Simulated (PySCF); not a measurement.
Identify the compound

An unknown has the formula C₂H₆FNSi. Its calculated NMR data are:

$^{1}$H NMR (600 MHz, computed): δ 8.39 (m, 1H), 5.35 (m, 2H), 5.24 (s, 3H).

$^{13}$C{$^{1}$H} NMR (computed): δ 170.5 (CH), 92.7 (CH2).

- structure optimised with GFN2-xTB
- σ from GIAO-PBE0/pcSseg-1
- program: PySCF 2.14.0 with density-fitted response routines
- non-relativistic, one computed conformer, one averaged value for each set of equivalent atoms, gas phase

References, each an isolated molecule treated in the same way: $^{1}$H (σ = 31.72 ppm), $^{13}$C (σ = 186.93 ppm) vs TMS.

Task: What is the structure?

Result: 
1. Rings plus π bonds: 1 (no ring in the answer).
2. 2 carbon signals for 2 carbons: no two carbons are equivalent.
3. Carbon types of the structure: 1 × CH, 1 × CH2, leaving 3 H on heteroatoms.
4. δC 170.5: C=N carbon.
5. δC 92.7: sp3 CH2 bonded to F; deshielded by the electronegative neighbour.
6. δH 8.39: hydrogen on a C=N carbon.
7. δH 5.35: hydrogen on an sp3 CH2 bonded to F; its carbon carries F, hence the downfield position.
8. δH 5.24: hydrogen on a silicon bonded to N.

Structure: `FC/C=N\[SiH3]`.

This is the structure that produced the data.

Splittings by $^{19}$F in the carbon and heteronuclear signals aren't shown, as no couplings were computed. Shifts are as computed. Against solution values, carbons near 30 ppm lie about +3 ppm off and those near 130 ppm about +5 ppm (rms about the fit 2.1 ppm; single classes can miss by 10 ppm). Of 1328 compounds with measured shifts, 309 miss one by over three times the rms of a fit or turn the order of signals round; such compounds aren't used in these exercises. Signals without a measured value on file couldn't be tested in this way; 1H shifts scatter by 0.2 ppm about their fit, and single ones miss by 0.5 ppm. No couplings were computed; multiplicities are counted from neighbouring protons, with m where these are inequivalent, close in shift, in a saturated or five-membered ring or joined by F or P, and br s for small geminal =CH2 splittings.
